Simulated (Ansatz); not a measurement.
SnTe₂⁺, relaxed as a doublet with UKS PBE0-D4/def2-SVP in Ansatz, starting from the GFN1-xTB geometry. Force threshold 0.02 eV/Å.

In the def2 sets Sn, Te take a core potential; there is no spin–orbit coupling. The structure comes from a short search, and lower isomers may exist.

Start:

```xyz
3

Sn    0.7908    0.6371    0.5329
Te   -0.4290   -1.6022    1.3185
Te   -0.3618    0.9652   -1.8514
```

**Question.** Estimate the energy that the relaxation releases and the steps that it takes.

**Answer.** 2.15 eV, in 9 steps; 33 s on 4 threads of Arm Neoverse V1 on a shared host. No frequencies were taken in this run, so the end may be a saddle point.

**Question.** Does the start keep its bonding and symmetry?

**Answer.** Bonds formed: Te2–Te3 (atoms count from 1). The end is the same structure that another start reached, the lowest one found. Point group C2v at the start, C2v at the end, both within 0.05 Å.

**Question.** Predict the relaxed structure.

**Answer.** 
| atom | x (Å) | y (Å) | z (Å) |
| --- | --- | --- | --- |
| Sn1 | 1.149 | 0.934 | 0.764 |
| Te2 | -0.589 | -1.307 | 0.668 |
| Te3 | -0.560 | 0.373 | -1.432 |
Bond lengths: 2 × Sn–Te 2.84 Å; 1 × Te–Te 2.69 Å.
